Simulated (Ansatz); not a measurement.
Consider the cleavage of the Ge–In bond: `[F][In]([Cl])[GeH3]` + `CNBF` → `C[N]([GeH3])BF` + `[F][InH][Cl]`.

Computed with Ansatz on PBE0-D4/def2-TZVP structures; ΔE is electronic, products minus reactants. CCSD(T)/CBS is the MP2 limit (def2-TZVPP, def2-QZVPP) plus CCSD(T) − MP2 in def2-TZVPP, frozen cores. This one scheme is used for every species. DFT in def2-TZVPP. Elements past krypton have def2 core potentials. For Ge, In outer-core shells are correlated without core-valence functions, which leaves a few kJ/mol of doubt a bond. Scalar relativity is left out up to krypton. One conformer a species, not always the lowest.

| level | ΔE (eV) |
| --- | --- |
| BHLYP-D4 | 0.72 |
| PBE | 0.85 |

(1) What does CCSD(T)/CBS give? (An estimate is asked.)

Largest T1 diagnostic among the species: 0.015.

Answers

(1) The calculation gave: +0.68 eV. The listed levels differ from it by 0.04, 0.17 eV.

In def2-TZVPP, CCSD(T) changes the Hartree–Fock value by −0.05 eV (the triples alone add −0.02 eV) and MP2 by −0.04 eV. From BLYP to BHLYP (50 % exact exchange), in def2-TZVPP and without D4, ΔE moves by −0.10 eV. Leaving LDA and LC-ωPBE aside and taking each functional with its dispersion term where it has one, the values, not all of them listed here, spread over 0.22 eV, from B97M-V to PBE-D4. LDA lies −0.10 eV from PBE without D4.
